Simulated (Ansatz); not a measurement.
Li6H7, relaxed as a doublet with UKS PBE0-D4/def2-TZVP in Ansatz, starting from the GFN2-xTB geometry. Force threshold 0.02 eV/Å.

In the doublet, H7 and H9 lie 0.87 Å apart (atoms count from 1), so H2 has formed as a molecule. Another isomer (doublet) lies 0.44 eV lower at PBE0-D4/def2-TZVP; other spin states weren't run for this one.

Start:

```xyz
13

Li   -0.819    0.260    1.708
Li   -2.036    0.397   -0.913
Li    1.556   -0.543    1.536
Li   -0.484   -1.723   -0.410
Li    0.479    1.327   -0.531
Li    1.970   -0.711   -1.213
H    -1.131    1.235    0.339
H     0.512   -1.231   -1.600
H     0.524    2.399   -1.544
H    -3.408   -0.091   -1.032
H     0.657    0.702    2.302
H     2.503   -0.327    0.263
H    -0.322   -1.693    1.095
```

Task: Estimate the energy that the relaxation releases and the steps that it takes.

Result: 4.24 eV, in 20 steps; 49 s on 2 threads of Arm Neoverse V2 on a shared host. No frequencies were taken in this run, so the end may be a saddle point.

Task: Does the start keep its bonding and symmetry?

Result: Bonds lost: Li1–H7 (atoms count from 1). Bonds formed: Li1–H10, Li1–H13, Li2–H8, Li3–H13, Li4–H10, Li5–H11, Li5–H12 (atoms count from 1). Metal–metal contacts that move far: Li2–Li6 4.17 to 2.73 Å, Li2–Li5 2.71 to 3.67 Å, Li3–Li5 2.99 to 2.46 Å.

Task: Predict the relaxed structure.

Result: 
```xyz
13

Li   -1.2051    0.0043    1.4179
Li   -1.3748    0.3645   -1.6138
Li    1.1780   -0.6704    1.4560
Li   -0.9550   -1.7061   -0.3481
Li    1.2507    1.6383    0.6062
Li    1.2998   -0.1513   -1.4468
H    -0.0816    0.8564   -0.3971
H    -0.2053   -0.9807   -1.8486
H     0.1014    1.4751   -0.9733
H    -2.1309   -0.2545   -0.1415
H     0.3024    0.9259    1.9161
H     2.1012    0.1333    0.0988
H    -0.2809   -1.6347    1.2742
```
Bond lengths (bridged metal pairs left out): 17 × H–Li 1.76 to 1.89 Å.
